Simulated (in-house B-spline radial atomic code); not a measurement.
Configurations of Ar VII (Ar6+), with energies counted from [Ne] 3s2. Level of theory: non-relativistic revTPSS, spin-polarised, spherical fractional occupations, point nucleus; calculated with an all-electron radial atomic-structure program (B-spline basis). Shells without spins written out take the highest spin.

Occupations are held fixed; configurations that lie above the ionisation limit could autoionise.

```tsv
configuration	E - E(ref) (eV)	highest orbital	its <r> (bohr)
[Ne] 3s1 3p1	13.56	3p up	1.232
[Ne] 3s1 3d1	37.934	3d up	1.27
[Ne] 3s(0 up, 1 down) 3d(1 up, 0 down)	40.791	3d up	1.286
[Ne] 3s(1 up, 0 down) 4p(0 up, 1 down)	68.883	4p down	2.528
[He] 2s2 2p5 3s2 4d1	321.81	4d up	2.593
[He] 2s(1 up, 0 down) 2p6 3s2 3d(1 up, 0 down)	342.49	3d up	1.187
```

**Question.** Order these further configurations by energy, lowest first.
A. [He] 2s2 2p5 3s2 4p1
B. [He] 2s2 2p(3 up, 2 down) 3s2 4f(1 up, 0 down)
C. [He] 2s2 2p5 3s2 3p1
D. [Ne] 3s1 4d1
E. [He] 2s1 2p6 3s2 4f1

**Answer.** D (76.937 eV), C (254.14 eV), A (313.49 eV), B (326.63 eV), E (389.91 eV).

**Question.** How far above the reference does [He] 2s1 2p6 3s2 4d1 lie?

**Answer.** 385.13 eV; its least bound orbital is 4d up with <r> = 2.594 bohr.
